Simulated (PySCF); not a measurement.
C7H13N.
Geometry (PBE0-D3(BJ)/def2-SVP, Å), atoms numbered from 1 in this order:
```
atom  x, y, z in Å
C1    -2.0640   -0.1753    1.3160
C2    -0.9500    0.1603    0.3697
C3    -1.0520    1.5326   -0.2501
C4     0.0625   -0.6759    0.0568
C5     0.2721   -2.0416    0.6393
C6     1.1383   -0.2484   -0.9216
C7     2.1890    0.5951   -0.2497
N8     2.6034    1.7438   -0.5902
H9    -2.0104   -1.1907    1.7258
H10   -2.0774    0.5322    2.1629
H11   -3.0389   -0.0678    0.8099
H12   -1.3093    1.4766   -1.3221
H13   -1.8361    2.1292    0.2374
H14   -0.1112    2.0973   -0.1684
H15    0.2385   -2.8121   -0.1506
H16    1.2730   -2.1157    1.0991
H17   -0.4624   -2.3134    1.4066
H18    0.7228    0.3036   -1.7801
H19    1.6309   -1.1483   -1.3302
H20    2.6267    0.1529    0.6639
H21    2.1239    2.0468   -1.4476
```

Linear response at wB97X-D/def2-SVPD (PySCF, frozen core in the response, non-relativistic).

Static isotropic polarisability: 93.87 au (13.91 Å³), principal values 74.1, 101.6, 105.8 au.

Task: What is the polarisability at 1064 nm and at the sodium D line?

Result: 94.70 au at 1064 nm (+0.9 %), 96.70 au at 589.3 nm (+3.0 %). The rise at 589.3 nm is 3.39 times that at 1064 nm; a pure ω² law gives 3.26. The lowest singlet lies at 234 nm, shorter than both wavelengths.

Task: What is the isotropic C6 coefficient between two such molecules, C6 = (3/π)∫α(iω)² dω?

Result: 3653 au (Eh·bohr⁶) by a ten-point quadrature over imaginary frequencies, which is 2180 eV·Å⁶ or 211 J·nm⁶/mol.

Task: Which effective excitation energy ω̄ makes London's formula C6 = (3/4)α²ω̄ exact here?

Result: ω̄ = 4·C6/(3α²) = 0.553 Eh = 15.0 eV. A one-pole form α(ω) = α/(1 − ω²/ω̄²) fitted to the 1064 nm value gives 12.4 eV.

Task: What molar refraction at the D line follows from R = (4π/3)·N_A·α′, with α′ the polarisability volume?

Result: α′ = 14.33 Å³ gives R = 36.15 cm³/mol, for isolated, non-vibrating species.

Task: What n − 1 at the D line would an ideal gas of it have at 273.15 K and 1 atm (2.6868 × 10¹⁹ cm⁻³), by n − 1 = 2π·N·α′?

Result: 24.19 × 10⁻⁴, a formal value whether or not that pressure can be reached.

Task: The lowest 6 singlets have (eV, f): 5.31, 0.006; 6.30, 0.100; 6.64, 0.186; 6.76, 0.128; 7.36, 0.033; 7.56, 0.028. What share of the static polarisability do they carry in the sum over states α = Σ f/ω²?

Result: 8.00 au, 8.5 % of α; the largest term, 3.12 au, is that of the state at 6.64 eV. Their oscillator strengths add up to 0.48. Higher states carry the rest.

Task: How anisotropic is the static polarisability, by Δα² = ½[(α1 − α2)² + (α2 − α3)² + (α3 − α1)²]?

Result: Δα = 29.8 au, or 0.32 of the isotropic value.

Task: What three-body coefficient follows from the one-pole estimate C9 = (3/4)·α·C6?

Result: 257000 au. This is an estimate from the two numbers above, not a computed integral.

Task: How many electrons N does the Slater–Kirkwood formula C6 = (3/4)·√N·α^(3/2) need to give this C6?

Result: N = (4·C6/3)²/α³ = 28.7; the species has 62 electrons in all.

On Intel Xeon at 2.70 GHz, one thread, no GPU (shared host), this took 2.1 min of wall time and 1.2 GiB of memory at its peak. This is the whole response run at wB97X-D/def2-SVPD, SCF included.

One conformer stands for the species.

Note: wB97X-D ran without an empirical dispersion term, which enters the total energy and its gradient alone.
